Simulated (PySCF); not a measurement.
Si: excitation energy

Si [Ne] 3s2 3p2 (3P) → Si [Ne] 3s2 3p1 3d1 (high-spin determinant), as a difference of total energies. Computed with PySCF 2.14 in dyall-acv3z, with scalar relativity by spin-free X2C-1e. Correlated levels: valence: [Ne] frozen; valence and next inner shell: 1s2 frozen; virtual orbitals above 40 to 60 times the deepest correlated orbital energy dropped. The calculations carry no spin-orbit coupling.

```json
{"method": "UHF", "excitation energy (eV)": "6.670"}
{"method": "LDA", "excitation energy (eV)": "6.244"}
{"method": "PBE", "excitation energy (eV)": "6.172"}
{"method": "PBE0", "excitation energy (eV)": "6.392"}
{"method": "r2SCAN", "excitation energy (eV)": "6.532"}
{"method": "M06-L", "excitation energy (eV)": "6.425"}
{"method": "BLYP", "excitation energy (eV)": "6.043"}
{"method": "TPSSh", "excitation energy (eV)": "6.403"}
{"method": "MP2 (valence)", "excitation energy (eV)": "6.723"}
{"method": "SCS-MP2 (valence)", "excitation energy (eV)": "6.693"}
{"method": "MP2 (valence and next inner shell)", "excitation energy (eV)": "6.722"}
{"method": "SCS-MP2 (valence and next inner shell)", "excitation energy (eV)": "6.694"}
```

**Question.** How much does correlation contribute at MP2 (valence and next inner shell)?

**Answer.** 6.722 − (6.670) = 0.052 eV, measured against UHF.

The promoted electron is Rydberg-like, and one or two diffuse shells describe it only roughly, which tends to raise the upper state.

In the upper state the promoted electron has a positive orbital energy at BLYP, so the basis confines it.

The determinant of the upper state mixes LS terms, which raises its energy above the lowest term, most at the Hartree-Fock and MP2 levels.
